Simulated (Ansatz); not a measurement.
`[CH3][AlH][SiH2][AlH2]` + `O[SiH2]O` → `[CH3][AlH][O][SiH2]O` + `[AlH2][SiH3]`  (cleavage of the Al–Si bond)

Computed with Ansatz on PBE0-D4/def2-TZVP structures; ΔE is electronic, products minus reactants. CBS: MP2 limit from def2 TZ/QZ plus the TZ coupled-cluster correction, frozen cores. This one scheme is used for every species. DFT in def2-TZVPP. One conformer a species, not always the lowest.

Q: Is it downhill or uphill in electronic energy at CCSD(T)/CBS, and by how much? (Estimate.)

A: The calculation gave: Downhill: ΔE = -1.50 eV.

Q: What do these levels give: ωB97X-V, ωB97M-V, r2SCAN, HF/def2-QZVPP, HF/CBS(def2), CCSD/CBS(def2)? (An estimate is asked.)

A: The calculation gave: ωB97X-V -1.51, ωB97M-V -1.55, r2SCAN -1.44, HF/def2-QZVPP -1.81, HF/CBS(def2) -1.81, CCSD/CBS(def2) -1.55 eV.

Largest T1 diagnostic among the species: 0.013.

In def2-TZVPP, CCSD(T) changes the Hartree–Fock value by +0.28 eV (the triples alone add +0.05 eV) and MP2 by +0.21 eV. From PBE to PBE0 (25 % exact exchange), in def2-TZVPP and without D4, ΔE moves by −0.08 eV.
